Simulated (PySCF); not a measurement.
C4H9AlO2, SMILES C=[CH][Al]([OH])[O]CC (GFN2-xTB optimised geometry):

```
16

Al    -0.692     0.621     0.000
C      1.290     0.621     0.000
C      2.010    -0.491    -0.031
H      1.808     1.576     0.023
H      3.093    -0.493    -0.032
H      1.541    -1.463    -0.058
O     -1.421     2.095     0.000
H     -1.904     2.908    -0.002
O     -1.480    -0.830    -0.020
C     -1.997    -2.121     0.063
C     -1.483    -2.847     1.301
H     -3.093    -2.066     0.097
H     -1.709    -2.678    -0.838
H     -1.772    -2.298     2.195
H     -1.897    -3.851     1.347
H     -0.398    -2.908     1.271
```

Level of theory: PBE0/def2-TZVP (PySCF).

### Question
What are the frontier orbital energies and the dipole moment?

### Answer
HOMO-2 -8.05 eV, HOMO-1 -7.67 eV, HOMO -7.66 eV, LUMO -0.39 eV, LUMO+1 0.27 eV; dipole moment 0.79 D.

On the same geometry PBE/def2-TZVP in PySCF gives HOMO-2 -6.66 eV, HOMO-1 -6.42 eV, HOMO -6.21 eV, LUMO -1.33 eV, LUMO+1 -0.58 eV; dipole moment 0.76 D.

Meta-Löwdin charges at PBE0/def2-TZVP: Al1 1.11, C2 -0.40, C3 -0.22, H4 0.12, H5 0.12, H6 0.11, O7 -0.80, H8 0.37, O9 -0.64, C10 0.04, C11 -0.35, H12 0.10, H13 0.10, H14 0.12, H15 0.12, H16 0.12.
